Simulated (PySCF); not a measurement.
**Steps of a relaxation of [Nd(OH)3]−**

[Nd(OH)3]− (singlet in the valence; each metal's 4f electrons, 4 of them, lie in its core potential, out of spins and levels). PySCF 2.14.0, RKS PBE0, Nd lcecp-0-SVP with ECP50, O def2-SVP, H def2-SVP; non-relativistic Hamiltonian with scalar-relativistic core potentials where named; density fitting; no spin-orbit coupling. Origin of the start: template. Columns: position (Å) and force (eV/Å). Energies are counted from the last step; some of the 13 steps are shown. Forces carry noise of the integration grid, about 0.01 to 0.03 eV/Å.

Run from Python with OMP_NUM_THREADS=2. Where DIIS fails, smearing, a level shift and second-order steps follow.
It took 26 s on 2 threads of AMD EPYC 9R45 (Zen 5) (shared host), from the converged density of the start.

```xyz
7
step 0  E = 0.099 eV
Nd    0.0000    0.0000   -0.0055    -0.01    0.00   -0.22
O     2.3606    0.0000   -0.0055    -0.19    0.00    0.28
H     3.2606    0.0000    0.3445    -0.27    0.00   -0.20
O    -1.1803    2.0443   -0.0055     0.10   -0.17    0.28
H    -1.6303    2.8238    0.3445     0.13   -0.23   -0.20
O    -1.1803   -2.0443   -0.0055     0.10    0.17    0.28
H    -1.6303   -2.8238    0.3445     0.13    0.23   -0.20
```

```xyz
7
step 4  E = 0.025 eV
Nd    0.0000    0.0000   -0.1578     0.00    0.00   -0.02
O     2.2955    0.0000    0.0442     0.14    0.00    0.09
H     3.2088    0.0000    0.3456    -0.09    0.00   -0.09
O    -1.1478    1.9879    0.0442    -0.07    0.12    0.09
H    -1.6044    2.7789    0.3456     0.05   -0.08   -0.09
O    -1.1477   -1.9880    0.0442    -0.07   -0.12    0.09
H    -1.6044   -2.7789    0.3456     0.05    0.08   -0.09
```

```xyz
7
step 8  E = 0.005 eV
Nd    0.0000    0.0000    0.0489    -0.01    0.00    0.01
O     2.3088    0.0000    0.1140     0.26    0.00    0.04
H     3.2693    0.0000    0.2069    -0.29    0.00   -0.04
O    -1.1544    1.9995    0.1140    -0.13    0.23    0.04
H    -1.6347    2.8313    0.2069     0.14   -0.25   -0.04
O    -1.1544   -1.9995    0.1140    -0.13   -0.23    0.04
H    -1.6346   -2.8313    0.2069     0.14    0.25   -0.04
```

Question: Where does the relaxation end?

Answer: It converges at step 12 in D3h:
```xyz
7
step 12  E = 0
Nd    0.0000    0.0000    0.1343
O     2.3076    0.0000    0.1416
H     3.2670    0.0000    0.1509
O    -1.1538    1.9985    0.1416
H    -1.6335    2.8293    0.1509
O    -1.1538   -1.9985    0.1416
H    -1.6335   -2.8293    0.1509
```

Question: How did the contacts change?

Answer: 
| contact | start (Å) | end (Å) |
| --- | --- | --- |
| Nd1–O2 (OH) | 2.361 | 2.308 |
| Nd1–O4 (OH) | 2.361 | 2.308 |
| Nd1–O6 (OH) | 2.361 | 2.308 |


An lcecp potential fixes the number of 4f electrons, so in runs with it no electron can move into or out of that shell; real Nd(II) is rare or takes another configuration.
